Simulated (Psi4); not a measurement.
Dimer: SiH4 (SMILES [SiH4]) (first 5 atoms) with C3H4 (SMILES C=C=C); geometry from B3LYP-D3(BJ)/def2-TZVP, rigid monomers moved along the line of their centres of mass till Si1···C6 is 6.43 Å.
(charge 0, multiplicity 1):
| atom | x (Å) | y (Å) | z (Å) |
|---|---|---|---|
| Si | -0.1806 | -0.0308 | 0.1096 |
| H | -0.6413 | -1.4251 | 0.2873 |
| H | -1.0414 | 0.8864 | 0.8881 |
| H | -0.2671 | 0.3286 | -1.3262 |
| H | 1.2230 | 0.0972 | 0.5575 |
| C | 0.3444 | -1.2199 | 6.4025 |
| C | 0.3790 | 0.0608 | 6.6249 |
| C | 0.4116 | 1.3429 | 6.8342 |
| H | 1.2275 | -1.7585 | 6.0786 |
| H | -0.5680 | -1.7901 | 6.5330 |
| H | 0.6531 | 1.7496 | 7.8093 |
| H | 0.1972 | 2.0451 | 6.0367 |

Calculation: SAPT0/jun-cc-pV(D+d)Z in Psi4 1.11.

**Question.** Which attractive term is largest, and how does the interaction split up?

**Answer.** electrostatics -0.1, exchange 0.0, induction 0.0, dispersion -0.2, total -0.3 kJ/mol; the largest attraction is dispersion.
